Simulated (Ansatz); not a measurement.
Program: Ansatz. Geometries: PBE0-D4/def2-TZVP. ΔE: electronic, gas phase. CCSD(T)/CBS is the MP2 limit (def2-TZVPP, def2-QZVPP) plus CCSD(T) − MP2 in def2-TZVPP, frozen cores. This one scheme is used for every species. Functionals use def2-TZVPP. B3LYP here is the variant with VWN-RPA as its local correlation; programs differ in this. One conformer a species, not always the lowest.

Reaction (cleavage of the Al–Si bond): `[CH3][AlH][SiH3]` + `C[SiH2]O` → `[CH3][AlH][O][SiH2]C` + SiH₄

| level | ΔE (kJ/mol) | difference from CCSD(T)/CBS |
| --- | --- | --- |
| PBE-D4 | -141.9 | 23.9 |
| r2SCAN-D4 | -162.8 | 3.0 |
| B3LYP-D4 | -169.7 | -3.9 |
| ωB97X-V | -163.9 | 1.9 |
| PBE | -139.5 | 26.3 |
| r2SCAN | -161.8 | 4.0 |
| HF/def2-TZVPP | -184.1 | -18.3 |
| MP2/def2-TZVPP | -176.0 | -10.2 |
| SCS-MP2/def2-TZVPP | -178.4 | -12.6 |
| CCSD(T)/def2-TZVPP | -166.7 | -0.9 |
| HF/def2-QZVPP | -186.3 | -20.5 |
| MP2/def2-QZVPP | -176.3 | -10.5 |
| SCS-MP2/def2-QZVPP | -178.5 | -12.7 |
| HF/CBS(def2) | -186.6 | -20.8 |
| MP2/CBS(def2) | -175.2 | -9.4 |
| CCSD/CBS(def2) | -168.0 | -2.2 |
| CCSD(T)/CBS | -165.8 | 0 |

Largest T1 diagnostic among the species: 0.011.

The D4 term adds −3.5 kJ/mol with B3LYP and −2.2 kJ/mol with PBE0; it sums over pairs of atoms, weighted by their polarisabilities, and B3LYP, whose exchange is more repulsive, gets the larger term. From PBE to PBE0 (25 % exact exchange), in def2-TZVPP and without D4, ΔE moves by −6.4 kJ/mol. In def2-TZVPP, CCSD(T) changes the Hartree–Fock value by +17.4 kJ/mol (the triples alone add +2.2 kJ/mol) and MP2 by +8.1 kJ/mol.
